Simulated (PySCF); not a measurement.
## Correlation energy of Mn (manganese, neutral)

[Ar] 3d4 4s2 4p1, one real determinant (an excited configuration). All numbers are calculated (PySCF 2.14, the spin-free X2C one-electron Hamiltonian (Gaussian nucleus), in aug-cc-pVDZ-DK (7s6p4d2f, 59 functions)). Frozen: [Ar]; 7 electrons correlated.

MP2 pair energies summed by pair of shells (mhartree):

```csv
pair,energy,share (%)
3d-3d,-29.28,33.5
3d-4s,-21.57,24.7
4s-4s,-16.86,19.3
4s-4p,-15.93,18.2
3d-4p,-3.67,4.2
```

Total MP2 correlation energy: -87.31 mhartree.

Same-spin part -43.23 and opposite-spin part -44.07 mhartree; SCS-MP2 scales them by 1/3 and 6/5 to -67.30 mhartree.

The reference is one real determinant that mixes LS terms of this configuration.
